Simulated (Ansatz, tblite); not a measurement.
Forces on Cs9⁻ at its B3LYP/def2-SVPD geometry. Total charge -1; singlet.

In the def2 sets Cs takes a core potential; there is no spin–orbit coupling. The xTB rows come from tblite. The restricted singlet is unstable towards broken spin symmetry in Hartree–Fock (as tested in another run); at PBE/def2-TZVPD this wasn't settled. The structure comes from a short search, and lower isomers may exist.

GFN2-xTB (tblite), largest force 0.34 eV/Å:

```xyz
9
positions Å, forces eV/Å
Cs   -1.594   -1.882    3.750   -0.106   -0.051    0.071
Cs    2.874    3.054    2.338    0.049    0.122    0.092
Cs   -2.439    2.336    0.639   -0.279    0.087   -0.168
Cs   -0.504    2.760    6.261    0.130    0.032    0.119
Cs    3.284   -2.263    1.394    0.139   -0.135    0.012
Cs   -1.157   -3.289   -1.240   -0.089   -0.257    0.024
Cs    2.175    1.113   -2.457    0.220    0.227   -0.030
Cs    0.208   -2.882   -6.479   -0.039   -0.084   -0.104
Cs   -2.846    1.054   -4.207   -0.025    0.058   -0.017
```

PBE/def2-TZVPD (Ansatz), largest force 0.05 eV/Å:

```
Cs 0.025 0.034 -0.019
Cs -0.032 -0.031 -0.001
Cs 0.042 -0.022 0.025
Cs 0.000 -0.015 -0.029
Cs -0.031 0.025 -0.007
Cs 0.005 0.038 -0.008
Cs -0.033 -0.018 0.008
Cs -0.004 0.021 0.031
Cs 0.028 -0.031 0.000
```
